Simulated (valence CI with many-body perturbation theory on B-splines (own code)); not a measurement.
## E1 line list for Ag XL

Method: configuration interaction combined with many-body perturbation theory (CI+MBPT): six valence electrons over a frozen Dirac-Fock core [He], radial functions for each j: 9 s, 9 p, 8 d, 6 f, 3 g, 1 h, with the one-electron correlation potential Σ1 (screened to all orders), the two-electron term Σ2, the three-electron term Σ3, Breit, model QED; selected single and double excitations, second order for the rest, scaled by the run's own slope (own B-spline code, finite nucleus).

The last digits are not significant, and no measured levels were compared; by estimate large intervals hold to a few tenths of a per cent, small ones and those within an open d or f shell to about a per cent. Among the levels kept, up to 2200 cm⁻¹ of a level comes from second order outside the variational space, and about a tenth of that is noise between levels of different J, which matters for small intervals.

Lines 201 to 224 of 224 in falling wavelength, among levels below 271.96 Ry, chosen from the strongest by gf and those to the six lowest levels. Wavelengths and rates use the calculated energies. Electric multipoles are in the length gauge with retardation, E1 and E2 with the static RPA response of the core. Weak lines are less certain than strong ones. Lines between different terms over intervals too small for the method are left out, as are lines whose strength nearly cancels. The highest levels of a list are the least certain.

Levels are named by their leading jj configuration (3d3/2^4 stands for four electrons in 3d with j = 3/2), which in mixed levels can hold well under half, so a name can repeat and another be missing. Letters in brackets count levels of one name in rising energy.

```
λ vac (Å)                               Upper                       Lower   A (s⁻¹)  S (a.u.) with core polarisation  S without
    3.533  (2s^2 2p1/2 2p3/2^2 3d3/2) J=2 [c]    (2s^2 2p1/2 2p3/2^3) J=1  5.88e+13                         6.40e-03   6.41e-03
    3.530  (2s^2 2p1/2 2p3/2^2 3d5/2) J=1 [b]    (2s^2 2p1/2 2p3/2^3) J=1  5.50e+13                         3.59e-03   3.59e-03
    3.529      (2s^2 2p1/2^2 2p3/2 3d5/2) J=1  (2s^2 2p1/2^2 2p3/2^2) J=2  1.07e+13                         6.97e-04   6.98e-04
    3.521  (2s^2 2p1/2 2p3/2^2 3d5/2) J=2 [b]    (2s^2 2p1/2 2p3/2^3) J=1  2.11e+12                         2.28e-04   2.28e-04
    3.431  (2s^2 2p1/2 2p3/2^2 3d3/2) J=1 [a]  (2s^2 2p1/2^2 2p3/2^2) J=0  3.45e+12                         2.06e-04   2.06e-04
    3.409  (2s^2 2p1/2 2p3/2^2 3d5/2) J=1 [a]  (2s^2 2p1/2^2 2p3/2^2) J=0  6.17e+11                         3.62e-05   3.62e-05
    3.404               (2s^2 2p3/2^3 3s) J=1  (2s^2 2p1/2^2 2p3/2^2) J=0  1.74e+12                         1.02e-04   1.02e-04
    3.402  (2s^2 2p1/2 2p3/2^2 3d3/2) J=1 [a]  (2s^2 2p1/2^2 2p3/2^2) J=2  1.50e+13                         8.71e-04   8.72e-04
    3.400  (2s^2 2p1/2 2p3/2^2 3d3/2) J=2 [a]  (2s^2 2p1/2^2 2p3/2^2) J=2  2.65e+13                         2.57e-03   2.58e-03
    3.398  (2s^2 2p1/2 2p3/2^2 3d3/2) J=1 [b]  (2s^2 2p1/2^2 2p3/2^2) J=0  9.86e+12                         5.73e-04   5.73e-04
    3.396  (2s^2 2p1/2 2p3/2^2 3d3/2) J=3 [a]  (2s^2 2p1/2^2 2p3/2^2) J=2  4.95e+13                         6.70e-03   6.71e-03
    3.390  (2s^2 2p1/2 2p3/2^2 3d5/2) J=3 [a]  (2s^2 2p1/2^2 2p3/2^2) J=2  2.70e+12                         3.64e-04   3.64e-04
    3.388  (2s^2 2p1/2 2p3/2^2 3d5/2) J=1 [b]  (2s^2 2p1/2^2 2p3/2^2) J=0  2.66e+13                         1.53e-03   1.53e-03
    3.381               (2s^2 2p3/2^3 3s) J=2  (2s^2 2p1/2^2 2p3/2^2) J=2  4.76e+13                         4.54e-03   4.55e-03
    3.380  (2s^2 2p1/2 2p3/2^2 3d5/2) J=1 [a]  (2s^2 2p1/2^2 2p3/2^2) J=2  4.91e+13                         2.80e-03   2.81e-03
    3.377  (2s^2 2p1/2 2p3/2^2 3d3/2) J=2 [b]  (2s^2 2p1/2^2 2p3/2^2) J=2  1.16e+14                         1.10e-02   1.10e-02
    3.377  (2s^2 2p1/2 2p3/2^2 3d3/2) J=3 [b]  (2s^2 2p1/2^2 2p3/2^2) J=2  2.41e+14                         3.21e-02   3.21e-02
    3.376               (2s^2 2p3/2^3 3s) J=1  (2s^2 2p1/2^2 2p3/2^2) J=2  1.84e+07                         1.05e-09   1.18e-09
    3.370  (2s^2 2p1/2 2p3/2^2 3d3/2) J=1 [b]  (2s^2 2p1/2^2 2p3/2^2) J=2  1.76e+14                         1.00e-02   1.00e-02
    3.368  (2s^2 2p1/2 2p3/2^2 3d5/2) J=2 [a]  (2s^2 2p1/2^2 2p3/2^2) J=2  8.63e+13                         8.14e-03   8.14e-03
    3.362  (2s^2 2p1/2 2p3/2^2 3d3/2) J=2 [c]  (2s^2 2p1/2^2 2p3/2^2) J=2  1.27e+11                         1.19e-05   1.19e-05
    3.360  (2s^2 2p1/2 2p3/2^2 3d5/2) J=1 [b]  (2s^2 2p1/2^2 2p3/2^2) J=2  2.79e+13                         1.57e-03   1.57e-03
    3.355  (2s^2 2p1/2 2p3/2^2 3d5/2) J=3 [b]  (2s^2 2p1/2^2 2p3/2^2) J=2  7.79e+12                         1.02e-03   1.02e-03
    3.351  (2s^2 2p1/2 2p3/2^2 3d5/2) J=2 [b]  (2s^2 2p1/2^2 2p3/2^2) J=2  8.39e+11                         7.79e-05   7.80e-05
```
